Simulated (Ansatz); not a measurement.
`[CH3][GeH2][CH3]` → `[CH3][GeH3]` + `[CH2]` (triplet) at 400 K and 1 bar (formal loss of a carbene).

Calculated with Ansatz (gas phase, PBE0-D4/def2-TZVP geometries, no zero-point term in ΔE). CBS: MP2 limit from def2 TZ/QZ plus the TZ coupled-cluster correction, frozen cores. This one scheme is used for every species. Triplets are unrestricted, without spin–orbit coupling. For Ge outer-core shells are correlated without core-valence functions, which leaves a few kJ/mol of doubt a bond. Scalar relativity is left out up to krypton.

```
           species  CCSD(T)/CBS energy (Eh)  H − E (kJ/mol)  S (J/(mol·K))
`[CH3][GeH2][CH3]`              -2157.04003           262.0          344.2
     `[CH3][GeH3]`              -2117.76728           178.0          291.9
 `[CH2]` (triplet)                -39.09499            59.0          205.7
```

H − E and S are ideal-gas, rigid-rotor, harmonic terms from PBE0-D4/def2-TZVP, with the whole ground term of open shells counted as degenerate. 1 Eh = 2625.50 kJ/mol, R = 8.31446 J/(mol·K).

Q: By hand: ΔE, ΔH, ΔS and ΔG.

A: ΔE = (-2117.76728) + (-39.09499) − (-2157.04003) = 0.17776 Eh = 466.7 kJ/mol. Δ(H − E) = 178.0 + 59.0 − 262.0 = -25.0, so ΔH = 441.7 kJ/mol. ΔS = 291.9 + 205.7 − 344.2 = 153.4 J/(mol·K). ΔG = 441.7 − 400 × (153.4)/1000 = 380.3 kJ/mol.

Q: By hand: the equilibrium constant, and the temperature at which ΔG would vanish if ΔH and ΔS stayed fixed.

A: log₁₀ K = −ΔG/(RT ln 10) = -49.7. ΔG = 0 at ΔH/ΔS = 2879 K, far beyond where these terms or the molecules hold.

The number of gas molecules changes by +1, which sets the sign of ΔS. A doubt of 5 kJ/mol in ΔE shifts log₁₀ K by 0.7 here. A triplet takes part, so the spin changes. These are equilibria of isolated gas molecules and say nothing of rates. Largest T1 diagnostic: 0.011 (customary marks: 0.02 for closed shells, 0.045 for open ones).
